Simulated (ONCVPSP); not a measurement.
**Which change was made? (La, ONCV)**

ONCVPSP 4.0.1 input, shortened (lines: element, Z, core and valence counts, functional; n l f; lmax; l rc ep ncon nbas qcut; lloc lpopt rc5 dvloc0; l nproj debl; icmod fcfact rcfact), PBE, scalar-relativistic:

```
  La 57.00    9    5        4      upf
    1    0    2.00
    2    0    2.00
    2    1    6.00
    3    0    2.00
    3    1    6.00
    3    2   10.00
    4    0    2.00
    4    1    6.00
    4    2   10.00
    5    0    2.00
    5    1    6.00
    5    2    1.00
    6    0    1.50
    6    1    0.50
    3
    0    2.75    0.00    5    9    4.20
    1    3.10    0.00    4    8    3.50
    2    2.65    0.00    4    8    3.20
    3    3.30    0.44    3    7    3.70
    4    5    2.45    0.00
    0    2    0.30
    1    2    0.60
    2    1    3.40
    3    3    2.70
    3    5.50    1.65
```

In the f channel the program set the typed energies aside and used -0.180, 2.520, 5.220 Ha.

Cutoffs, loose and tight: the cutoffs (Ha) at which the residual kinetic energy of the hardest occupied pseudo-wave falls to 1 and 0.1 mHa per electron. They do not see the model core or the augmentation charge, which bear on the density cutoff. Test errors are all-electron minus pseudo excitation energies from the reference, over the configurations 5s2 5p6 5d1 6s2 6p0; 5s2 5p6 5d1 6s1 6p0; 5s2 5p6 5d1 6s0 6p0; 4f1 5s2 5p6 5d0 6s1 6p0; variants that change the core or the reference have their own tests. The largest error is taken over the tests solved by every variant that gives reliable tests at all, those not shown here included: 5s2 5p6 5d1 6s0 6p0; 5s2 5p6 5d1 6s1 6p0; 5s2 5p6 5d1 6s2 6p0.

The base gives: outcome: generated, projector energies reset by the program; cutoff, loose: 6.7 Ha; cutoff, tight: 22 Ha; bound ghosts: f; GHOST(+) flags above zero: s, f; largest test error (meV): -17.

After one change the result is: outcome: generated, projector energies reset by the program; cutoff, loose: 6.7 Ha; cutoff, tight: 22 Ha; bound ghosts: none; GHOST(+) flags above zero: s; largest test error (meV): -16. Which change was it?
A. s: qcut 3.1; p: qcut 2.6; d: qcut 2.4; f: qcut 2.7
B. local potential polynomial inside 2.45 bohr (lpopt 5, dvloc0 -2.5 Ha)
C. reference 5s2 5p6 5d1 6s1 6p1

B. The others give: reference 5s2 5p6 5d1 6s1 6p1 → outcome: failed: run_diag: lschvkbbe ERROR 2 6 3 60 2.49982319E+00 2.66064572E+00 | s: qcut 3.1; p: qcut 2.6; d: qcut 2.4; f: qcut 2.7 → outcome: failed: ERROR pspot: first pseudo wave function has node, program will stop.
